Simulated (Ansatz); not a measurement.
Reactions of AlGaH$_{5}$N (`[NH2][AlH][GaH2]`).

Computed with Ansatz on PBE0-D4/def2-TZVP structures; ΔE is electronic, products minus reactants. CCSD(T)/CBS adds triple-zeta CCSD(T) − MP2 to the extrapolated MP2 energy (def2 sets, frozen cores). This one scheme is used for every species. DFT in def2-TZVPP. For Ga outer-core shells are correlated without core-valence functions, which leaves a few kJ/mol of doubt a bond. Scalar relativity is left out up to krypton. One conformer a species, not always the lowest.

| reaction | ωB97X-V (kJ/mol) | HF/CBS(def2) (kJ/mol) | CCSD(T)/CBS(def2) (kJ/mol) |
| --- | --- | --- | --- |
| `[NH2][AlH][GaH2]` + H₂O → `[OH][GaH2]` + `[NH2][AlH2]` | -55 | -61 | -47 |
| `[NH2][AlH][GaH2]` + H₂ → `[GaH3]` + `[NH2][AlH2]` | -3 | -24 | 6 |
| `[NH2][AlH][GaH2]` + `CNC` → `C[N](C)[AlH][NH2]` + `[GaH3]` | -62 | -62 | -59 |
| `[NH2][AlH][GaH2]` + `[SiH3]CS` → `[SiH3]C[S][GaH2]` + `[NH2][AlH2]` | -81 | -78 | -84 |
| `[NH2][AlH][GaH2]` + CH₃OH → `C[O][GaH2]` + `[NH2][AlH2]` | -51 | -54 | -48 |

Largest T1 diagnostic: 0.015, for `C[O][GaH2]`.
